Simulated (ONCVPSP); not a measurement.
An all-electron radial function and its pseudo partner (aluminium)

Columns: radius, all-electron u(r) and pseudo u(r) of the 3s shell (level -11.09 eV) of aluminium in the configuration [Ne] 3s2 3p0.5; PBE, scalar-relativistic, ONCV scheme, ONCVPSP 4.0.1.

| r (bohr) | all-electron | pseudo |
| --- | --- | --- |
| 0.113 | 0.1009 | 0.0254 |
| 0.225 | -0.1320 | 0.0520 |
| 0.338 | -0.2786 | 0.0814 |
| 0.450 | -0.3026 | 0.1142 |
| 0.563 | -0.2422 | 0.1519 |
| 0.675 | -0.1369 | 0.1943 |
| 0.788 | -0.0120 | 0.2419 |
| 0.900 | 0.1135 | 0.2929 |
| 1.013 | 0.2323 | 0.3470 |
| 1.125 | 0.3372 | 0.4014 |
| 1.238 | 0.4279 | 0.4554 |
| 1.350 | 0.5026 | 0.5063 |
| 1.463 | 0.5633 | 0.5537 |
| 1.575 | 0.6103 | 0.5954 |
| 1.688 | 0.6458 | 0.6311 |
| 1.800 | 0.6700 | 0.6588 |
| 1.913 | 0.6845 | 0.6781 |
| 2.025 | 0.6903 | 0.6879 |
| 2.138 | 0.6887 | 0.6883 |
| 2.250 | 0.6809 | 0.6809 |
| 2.363 | 0.6678 | 0.6678 |
| 2.475 | 0.6505 | 0.6505 |
| 2.588 | 0.6297 | 0.6297 |
| 2.700 | 0.6066 | 0.6066 |
| 2.813 | 0.5814 | 0.5814 |
| 2.925 | 0.5551 | 0.5551 |

Question: How many radial nodes do the two functions have?

Answer: The all-electron 3s function has n − l − 1 = 2; the pseudo-wave has 0, since the states of the same l below it are removed with the core.

Question: At about which radius was the pseudo-wave matched?

Answer: 2.25 bohr, where the columns begin to agree (steps of 0.11 bohr).

Question: Is the pseudo-wave norm-conserving?

Answer: Yes: the ONCV scheme keeps the norm inside the radius equal to the all-electron one, which fixes the energy derivative of the logarithmic derivative at the level.
